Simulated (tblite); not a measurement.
C3H2F3O (doublet state).
Atom-mapped SMILES: `[F:1][CH:2]([F:3])[C@@:4]1([F:5])[CH:6][O:7]1` (hydrogens: H8 on C2; H9 on C6)

Geometry (GFN2-xTB, Å), atoms numbered from 1 in this order:
```
atom  x, y, z in Å
F1     1.694    0.490   -0.984
C2     1.105    0.197    0.195
F3     1.506   -1.037    0.541
C4    -0.410    0.232    0.040
F5    -0.862    1.513   -0.009
C6    -1.197   -0.843   -0.505
O7    -1.186   -0.608    0.842
H8     1.456    0.919    0.949
H9    -2.092   -0.858   -1.094
```

Level: GFN2-xTB in tblite, geometry and Hessian alike; calculated harmonic values, unscaled, isolated species. This tight-binding method is rough: wavenumbers can miss measured ones by several per cent, in bad cases by 10 to 20. One conformer, not necessarily the lowest. Open shells enter through the occupations alone, without spin polarisation, and single modes of such species can be off by tens of per cent.

Harmonic wavenumbers (cm⁻¹): 37.1, 177.2, 229.0, 344.4, 391.3, 473.0, 504.2, 592.5, 787.9, 804.5, 909.1, 997.1, 1054.0, 1079.2, 1121.8, 1163.1, 1246.0, 1270.0, 1499.2, 2901.4, 3116.7.

A = 4109, B = 2474, C = 1883 MHz; mass 111.006 u (most abundant isotopes); point group C1, symmetry number 1; spin multiplicity 2.

Zero-point energy?

½Σν̃ = 10349 cm⁻¹ = 29.59 kcal/mol.

What is S at 200 K and 1 bar for an ideal gas of classical rigid rotors and harmonic oscillators?

Translation 38.07, rotation 26.03, vibration 9.41, spin (R ln 2) 1.38: S = 74.9 cal/(mol K).

And Cp and H(200 K) − H(0)?

Cp = 18.47 cal/(mol K), of which vibrations give 10.53 (their classical limit is 21 R = 41.7); H(200 K) − H(0) = 2.59 kcal/mol without the zero-point energy, 1.00 from vibrations.

Which modes carry the vibrational entropy at 200 K?

37.1 cm⁻¹: 4.62; 177.2 cm⁻¹: 1.63; 229.0 cm⁻¹: 1.21; 344.4 cm⁻¹: 0.63; 391.3 cm⁻¹: 0.48; 473.0 cm⁻¹: 0.30 cal/(mol K); the other 15 give 0.55 together.

How do the functions run with temperature in this model?

| T (K) | S (cal/(mol K)) | Cp (cal/(mol K)) | H − H(0) (kcal/mol) | G − H(0) (kcal/mol) | ln q(vib) |
| --- | --- | --- | --- | --- | --- |
| 150 | 70.0 | 15.6 | 1.74 | -8.77 | 1.61 |
| 250 | 79.3 | 21.3 | 3.58 | -16.25 | 2.86 |
| 298.15 | 83.3 | 24.0 | 4.67 | -20.16 | 3.49 |
| 400 | 91.1 | 29.0 | 7.38 | -29.05 | 4.83 |
| 600 | 104.2 | 35.8 | 13.92 | -48.63 | 7.44 |
| 900 | 119.9 | 41.2 | 25.56 | -82.36 | 11.08 |

q(vib) and H(0) count from the zero-point level.

What must be added to the electronic energy to get the Gibbs energy at 200 K and 1 bar?

ZPE + [H(200 K) − H(0)] − T·S = 29.59 + 2.59 − 14.98 = 17.20 kcal/mol.

Hindered rotation and anharmonicity are outside this model. Other conformers, if any are populated, would add a mixing term that is left out. The structure is chiral; the term R ln 2 for an equal mix with its mirror image is left out.
